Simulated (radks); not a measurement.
Problem. The mean radii <r> (bohr) of the occupied orbitals of an atom or ion are listed with their occupations. Method: scalar-relativistic Kohn-Sham, PBE, spin-unpolarised, spherical densities, finite nucleus; Fermi nuclear charge, rms radius of each element as measured or else 0.836 A^(1/3) + 0.57 fm; computed with a radial shooting solver on a logarithmic mesh with Libxc functionals.

| orbital | occ. | <r> |
|---|---|---|
| 1s | 2 | 0.06032 |

Name the element and its charge.

Solution. Z = 25, manganese, charge +23: Mn23+ in [He]. The 1s radius gives Z: for a bare nucleus <r> = (2 gamma + 1)/(2Z) with gamma = sqrt(1 - (Z/c)^2), 0.05933 bohr for Z = 25, and screening makes it slightly larger (0.06032 here). The occupations add up to 2, and the charge is Z minus that.
